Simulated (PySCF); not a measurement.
Species: C₅H₈F₃NSi.
Z-matrix (Å and degrees, GFN2-xTB geometry), rows numbered from 1:
```
C 
N   1  1.2468
Si  2  1.7167  1  136.94
C   3  1.8873  2  103.36  1   117.39
C   4  1.4962  3  120.09  2   139.41
C   5  1.4980  4   60.29  3  -107.96
C   6  1.4963  4  118.79  5   108.62
F   7  1.3421  6  113.49  4   -38.52
F   7  1.3481  6  112.39  4  -158.95
F   7  1.3466  6  112.39  4    81.94
H   1  1.0934  2  124.83  3     1.21
H   1  1.0874  2  119.21  3  -178.93
H   3  1.4684  2  120.62  1    -2.66
H   3  1.4613  2  102.78  1  -127.35
H   4  1.0835  3  116.45  2   -73.99
H   5  1.0789  4  118.77  6   106.85
H   5  1.0805  4  118.74  6  -107.46
H   6  1.0819  4  119.36  5  -109.09
```

Computed at PBE0/pcSseg-1 (PySCF, non-relativistic), with Q(14N) = 0.02044 b: N2, 14N (I = 1): χzz = -4.982 MHz, η = 0.770.

Question: Where would the pure quadrupole (NQR) lines of 14N at N2 fall for the rigid, isolated species?

Answer: From ν± = (3/4)|χ|(1 ± η/3) and ν0 = |χ|η/2: ν+ 4.695 MHz, ν− 2.778 MHz, ν0 1.917 MHz (C=N nitrogen).

In a crystal, neighbours and librations shift these lines. GFN2-xTB bond lengths can be off by several hundredths of an ångström, more for odd bonds, and the gradients follow them. A larger basis could move these couplings by a tenth or more.

These values come from a run that also computed NMR shieldings. The run took 2.0 min of wall time on an Intel Xeon at 2.50 GHz with one thread, shared host with 64 logical CPUs at a one-minute load of 58, and the process peaked at 0.96 GiB of memory.

One conformer stands for the species.
